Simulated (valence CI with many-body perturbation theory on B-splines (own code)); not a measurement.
E1 transitions of Tm XXXVIII

Method: valence CI with perturbative core correlation (CI+MBPT): four valence electrons over a frozen Dirac-Fock core [Ar] 3d10, radial functions for each j: 11 s, 11 p, 9 d, 7 f, 5 g, 2 h, 1 i, with the one-electron correlation potential Σ1, the two-electron term Σ2, the three-electron term Σ3, Breit, model QED; selected CI, second order for the rest (own B-spline code, finite nucleus).

No measured spectrum was set against this ion. As an estimate, large intervals hold to a few tenths of a per cent, small ones and those within an open d or f shell to about a per cent.

Lines 51 to 100 of 243 in falling wavelength, among levels below 29.242 Ry, chosen from the strongest by gf and those to the six lowest levels. Wavelengths and rates use the calculated energies. Electric multipoles are in the length gauge, E1 and E2 with the static RPA response of the core. Weak lines are less certain than strong ones. Lines between different terms over intervals too small for the method are left out, as are lines whose strength nearly cancels. Where a level lies close to another of its J and parity, the split of strength between their lines is uncertain. The highest levels of a list are the least certain.

Levels are named by their leading jj configuration (3d3/2^4 stands for four electrons in 3d with j = 3/2), which in mixed levels can hold well under half, so a name can repeat and another be missing. Letters in brackets count levels of one name in rising energy.

```csv
λ vac (nm),Upper,Lower,A (s⁻¹),S (a.u.)
13.23,(4s 4p1/2^2 4d5/2) J=2 [a],(4s 4p1/2 4p3/2^2) J=3,2.97e+10,1.70e-01
13.22,(4s 4p1/2^2 4d5/2) J=2 [b],(4s^2 4p1/2 4d5/2) J=3,2.22e+10,1.27e-01
13.13,(4s 4p1/2 4p3/2^2) J=1 [a],(4s^2 4p3/2^2) J=2,3.17e+09,1.06e-02
13.00,(4s 4p1/2 4p3/2 4d3/2) J=1 [e],(4s^2 4p3/2 4d3/2) J=2 [a],9.37e+09,3.04e-02
12.98,(4s 4p1/2 4p3/2 4d5/2) J=2 [f],(4s^2 4p3/2 4d5/2) J=3,9.31e+09,5.02e-02
12.93,(4s 4p1/2 4p3/2 4d5/2) J=2 [f],(4s^2 4p3/2 4d5/2) J=2,4.42e+09,2.36e-02
12.89,(4p1/2 4p3/2^3) J=1,(4s^2 4p3/2 4d5/2) J=2,1.76e+10,5.57e-02
12.81,(4s 4p1/2^2 4p3/2) J=1,(4s^2 4p1/2 4p3/2) J=1,5.87e+09,1.83e-02
12.62,(4s 4p1/2 4p3/2^2) J=2 [b],(4s^2 4p3/2^2) J=2,1.41e+10,7.01e-02
12.55,(4s^2 4p1/2 4f5/2) J=3,(4s^2 4p3/2 4d3/2) J=3,3.52e+09,2.40e-02
12.53,(4s 4p1/2 4p3/2^2) J=1 [b],(4s^2 4p3/2^2) J=2,1.40e+10,4.09e-02
12.44,(4s 4p1/2^2 4d5/2) J=3,(4s 4p1/2 4p3/2^2) J=2 [a],3.42e+09,2.28e-02
12.28,(4s 4p1/2^2 4d5/2) J=2 [a],(4s 4p1/2 4p3/2^2) J=2 [a],1.08e+10,4.92e-02
11.79,(4s 4p1/2 4p3/2 4d5/2) J=2 [c],(4s^2 4p3/2 4d3/2) J=3,1.24e+10,5.00e-02
11.72,(4s^2 4p1/2 4f7/2) J=4,(4s^2 4p3/2 4d5/2) J=4,2.67e+09,1.91e-02
11.42,(4s 4p1/2^2 4d5/2) J=2 [b],(4s 4p1/2 4p3/2^2) J=3,9.41e+09,3.46e-02
10.70,(4s 4p1/2 4p3/2 4d3/2) J=3 [a],(4s^2 4p1/2 4d5/2) J=3,4.10e+09,1.74e-02
10.05,(4s 4p1/2 4p3/2 4d3/2) J=2 [b],(4s 4p1/2 4p3/2^2) J=2 [b],7.22e+09,1.81e-02
10.03,(4s 4p1/2^2 4d3/2) J=1,(4s 4p1/2^2 4p3/2) J=1,1.65e+10,2.47e-02
9.615,(4s 4p1/2 4p3/2 4d3/2) J=2 [a],(4s 4p1/2 4p3/2^2) J=3,8.68e+09,1.90e-02
9.427,(4s^2 4p1/2 4d3/2) J=2,(4s^2 4p1/2 4p3/2) J=2,2.51e+09,5.19e-03
9.162,(4s^2 4p3/2 4d3/2) J=1,(4s^2 4p3/2^2) J=0,2.90e+08,3.30e-04
9.159,(4s^2 4p1/2 4d3/2) J=2,(4s^2 4p1/2 4p3/2) J=1,8.71e+07,1.65e-04
9.132,(4s 4p1/2 4p3/2 4d3/2) J=2 [d],(4s 4p1/2 4p3/2^2) J=1 [b],1.03e+10,1.94e-02
9.118,(4s 4p1/2 4p3/2^2) J=2 [a],(4s^2 4p1/2 4p3/2) J=2,3.75e+07,7.02e-05
9.063,(4s 4p1/2^2 4d3/2) J=1,(4s 4p1/2^2 4p3/2) J=2,5.38e+09,5.93e-03
8.906,(4s 4p1/2 4p3/2 4d5/2) J=3 [b],(4s 4p1/2 4p3/2^2) J=2 [b],6.57e+09,1.60e-02
8.904,(4s 4p1/2^2 4d3/2) J=2,(4s 4p1/2^2 4p3/2) J=2,1.44e+10,2.51e-02
8.867,(4s 4p1/2 4p3/2^2) J=2 [a],(4s^2 4p1/2 4p3/2) J=1,5.44e+09,9.37e-03
8.786,(4s 4p1/2 4p3/2 4d5/2) J=3 [a],(4s^2 4p1/2 4d5/2) J=2,8.69e+09,2.04e-02
8.687,(4s^2 4p3/2 4d3/2) J=2 [a],(4s^2 4p3/2^2) J=2,1.11e+09,1.79e-03
8.655,(4s 4p1/2 4p3/2^2) J=3,(4s^2 4p1/2 4p3/2) J=2,2.21e+08,4.95e-04
8.626,(4s^2 4p3/2 4d3/2) J=1,(4s^2 4p3/2^2) J=2,4.96e+08,4.72e-04
8.616,(4s^2 4p3/2 4d3/2) J=2 [b],(4s^2 4p3/2^2) J=2,8.05e+08,1.27e-03
8.607,(4s 4p1/2 4p3/2 4d5/2) J=4 [b],(4s^2 4p1/2 4d5/2) J=3,2.10e+10,5.95e-02
8.585,(4s 4p1/2 4p3/2 4d3/2) J=3 [b],(4s 4p1/2 4p3/2^2) J=3,7.43e+09,1.63e-02
8.536,(4s 4p1/2 4p3/2 4d5/2) J=3 [b],(4s^2 4p1/2 4d5/2) J=2,1.32e+10,2.85e-02
8.507,(4s^2 4p3/2 4d3/2) J=3,(4s^2 4p3/2^2) J=2,5.51e+09,1.17e-02
8.435,(4s^2 4p1/2 4d3/2) J=1,(4s^2 4p1/2 4p3/2) J=2,4.95e+09,4.40e-03
8.381,(4s 4p1/2 4p3/2 4d5/2) J=3 [c],(4s^2 4p1/2 4d5/2) J=3,7.09e+09,1.44e-02
8.357,(4s 4p1/2 4p3/2 4d5/2) J=4 [c],(4s^2 4p1/2 4d5/2) J=3,1.37e+10,3.56e-02
8.220,(4s^2 4p1/2 4d3/2) J=1,(4s^2 4p1/2 4p3/2) J=1,5.10e+09,4.19e-03
8.206,(4s^2 4p1/2 4f5/2) J=3,(4s^2 4p1/2 4d5/2) J=3,1.28e+10,2.45e-02
8.156,(4s 4p1/2 4p3/2 4d5/2) J=2 [c],(4s 4p1/2 4p3/2^2) J=1 [b],1.09e+10,1.46e-02
8.141,(4s 4p1/2 4p3/2 4d5/2) J=1 [a],(4s 4p1/2 4p3/2^2) J=1 [a],2.48e+10,1.98e-02
8.141,(4s^2 4p1/2 4f5/2) J=3,(4s^2 4p1/2 4d5/2) J=2,1.56e+10,2.91e-02
8.123,(4s 4p1/2 4p3/2 4d3/2) J=3 [c],(4s 4p1/2 4p3/2^2) J=2 [a],2.99e+10,5.54e-02
8.119,(4s 4p1/2 4p3/2 4d5/2) J=2 [c],(4s 4p1/2 4p3/2^2) J=2 [b],1.61e+10,2.12e-02
8.046,(4s 4p1/2 4p3/2 4d5/2) J=1 [b],(4s 4p1/2 4p3/2^2) J=2 [b],2.17e+10,1.67e-02
8.029,(4s 4p1/2 4p3/2 4d5/2) J=2 [d],(4s 4p1/2 4p3/2^2) J=1 [b],2.91e+10,3.72e-02
```
